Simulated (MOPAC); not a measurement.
MOPAC input (AM1):

```
AM1 1SCF UHF MS=0.5 GEO-OK AUX(PRECISION=9) THREADS=1
CH6NSi

C    -1.55149300 1    0.16595600 1    0.16074400 1
Si    0.22174500 1   -0.40577800 1    0.17110400 1
N     1.23842200 1    0.79991400 1   -0.60193700 1
H    -1.65419000 1    1.11094000 1    0.69738200 1
H    -2.20248100 1   -0.57000900 1    0.63741600 1
H    -1.90051000 1    0.31871700 1   -0.86218000 1
H     0.36501900 1   -1.69544300 1   -0.56074900 1
H     0.70093300 1   -0.61506400 1    1.56607600 1
H     2.22679600 1    0.53662200 1   -0.62429600 1
```

From the output:

```
                                                       MOPAC v23.2.5 Linux

          FINAL HEAT OF FORMATION =         23.72032 KCAL/MOL =      99.24580 KJ/MOL

          COSMO AREA              =        105.28 SQUARE ANGSTROMS
          COSMO VOLUME            =         92.73 CUBIC ANGSTROMS

          IONIZATION POTENTIAL    =         10.194004 EV
          ALPHA SOMO LUMO (EV)    =        -10.918  1.228
          BETA  SOMO LUMO (EV)    =        -10.194 -0.039
          NO. OF ALPHA ELECTRONS  =         10
          NO. OF BETA  ELECTRONS  =          9
          MOLECULAR WEIGHT        =         60.1506         POINT GROUP:  Cs

          MOLECULAR DIMENSIONS (Angstroms)

            Atom       Atom       Distance
            H     9    H     5     4.73656
            H     6    H     8     3.32840
            H     7    H     4     3.25196

          SCF CALCULATIONS        =          1

   ATOM   CHEMICAL          X               Y               Z
  NUMBER   SYMBOL      (ANGSTROMS)     (ANGSTROMS)     (ANGSTROMS)

     1       C         -1.55149300  *   0.16595600  *   0.16074400  *
     2      Si          0.22174500  *  -0.40577800  *   0.17110400  *
     3       N          1.23842200  *   0.79991400  *  -0.60193700  *
     4       H         -1.65419000  *   1.11094000  *   0.69738200  *
     5       H         -2.20248100  *  -0.57000900  *   0.63741600  *
     6       H         -1.90051000  *   0.31871700  *  -0.86218000  *
     7       H          0.36501900  *  -1.69544300  *  -0.56074900  *
     8       H          0.70093300  *  -0.61506400  *   1.56607600  *
     9       H          2.22679600  *   0.53662200  *  -0.62429600  *

                             CARTESIAN COORDINATES

   1    C       -1.551493000     0.165956000     0.160744000
   2   Si        0.221745000    -0.405778000     0.171104000
   3    N        1.238422000     0.799914000    -0.601937000
   4    H       -1.654190000     1.110940000     0.697382000
   5    H       -2.202481000    -0.570009000     0.637416000
   6    H       -1.900510000     0.318717000    -0.862180000
   7    H        0.365019000    -1.695443000    -0.560749000
   8    H        0.700933000    -0.615064000     1.566076000
   9    H        2.226796000     0.536622000    -0.624296000

           Empirical Formula: C H6 N Si  =     9 atoms

      MOLECULAR POINT GROUP   :   Cs

          ALPHA EIGENVALUES
 -31.30433 -29.00613 -16.18038 -15.18570 -14.47200 -13.46565 -12.87754 -12.06636
 -11.05233 -10.91766   1.22763   1.42188   1.44573   1.99432   4.48908   4.52739
   4.82709   5.34685

           BETA EIGENVALUES
 -29.03906 -28.70097 -15.88020 -14.90742 -14.18482 -13.29114 -11.92363 -11.91892
 -10.19400  -0.03941   1.46864   1.55309   2.20758   2.28853   4.49469   4.53327
   5.21447   5.42899

              NET ATOMIC CHARGES AND DIPOLE CONTRIBUTIONS

  ATOM NO.   TYPE          CHARGE      No. of ELECS.   s-Pop       p-Pop
    1          C          -0.514971        4.5150     1.25615     3.25882
    2         Si           0.931639        3.0684     0.84466     2.22370
    3          N          -0.442196        5.4422     1.77109     3.67110
    4          H           0.095786        0.9042     0.90421
    5          H           0.086948        0.9131     0.91305
    6          H           0.095786        0.9042     0.90421
    7          H          -0.195614        1.1956     1.19561
    8          H          -0.195614        1.1956     1.19561
    9          H           0.138237        0.8618     0.86176
 DIPOLE           X         Y         Z       TOTAL
 POINT-CHG.     0.121    -0.978     0.478     1.096
 HYBRID         0.114    -0.409     0.190     0.465
 SUM            0.236    -1.387     0.668     1.558

          ATOMIC ORBITAL ELECTRON POPULATIONS

     Atom    s        px        py        pz
    1  C   1.25615   1.14040   1.06167   1.05675
    2 Si   0.84466   0.73541   0.71329   0.77501
    3  N   1.77109   1.14198   1.42310   1.10602
    4  H   0.90421
    5  H   0.91305
    6  H   0.90421
    7  H   1.19561
    8  H   1.19561
    9  H   0.86176

                    (SZ)    =    0.500000
                    (S**2)  =    0.761389

          ATOMIC ORBITAL SPIN POPULATIONS

    Atom   Total    s     px     py     pz
         Atomic
    1  C  0.0088  0.001  0.006  0.001  0.001
    2 Si -0.1587 -0.030 -0.026 -0.047 -0.056
    3  N  1.0555  0.028  0.058  0.216  0.754
    4  H -0.0015 -0.002
    5  H -0.0019 -0.002
    6  H -0.0015 -0.002
    7  H  0.0687  0.069
    8  H  0.0687  0.069
    9  H -0.0381 -0.038

 **********************
 *                    *
 * JOB ENDED NORMALLY *
 *                    *
 **********************

 == MOPAC DONE ==
```

The geometry given is a B3LYP-D3(BJ)/def2-TZVP minimum.
